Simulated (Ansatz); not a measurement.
One change: `C[O][AlH][CH2]F` becomes `C[O][AlH][CH2]Cl`.

Ansatz, PBE0-D4/def2-TZVP geometries, multiplicity 1. Each molecule was computed in one conformer, which needn't be the lowest.

```
                               property  `C[O][AlH][CH2]F`
   HOMO–LUMO gap (PBE0/def2-TZVPP) / eV               6.88
    LUMO energy (B3LYP/def2-TZVPP) / eV              -0.96
    HOMO–LUMO gap (PBE/def2-TZVPP) / eV               4.66
     LUMO energy (PBE0/def2-TZVPP) / eV              -0.73
    HOMO energy (B3LYP/def2-TZVPP) / eV              -7.40
HOMO–LUMO gap (ωB97M-V/def2-TZVPP) / eV              10.72
```

Q: Give the same properties after the change, and the shifts. (Estimate.)

A: The calculation gave: 
```tsv
property	`C[O][AlH][CH2]Cl`	shift
HOMO–LUMO gap (PBE0/def2-TZVPP) / eV	7.22	0.34
LUMO energy (B3LYP/def2-TZVPP) / eV	-0.73	0.23
HOMO–LUMO gap (PBE/def2-TZVPP) / eV	4.87	0.21
LUMO energy (PBE0/def2-TZVPP) / eV	-0.48	0.25
HOMO energy (B3LYP/def2-TZVPP) / eV	-7.47	-0.07
HOMO–LUMO gap (ωB97M-V/def2-TZVPP) / eV	11.16	0.44
```

With PBE0 the HOMO falls by 0.09 eV and the LUMO rises by 0.25 eV, so the gap widens by about 0.34 eV. PBE moves the HOMO by -0.13 eV and ωB97M-V by -0.08 eV.

B3LYP here is the variant with VWN-RPA as its local correlation; programs differ in this.
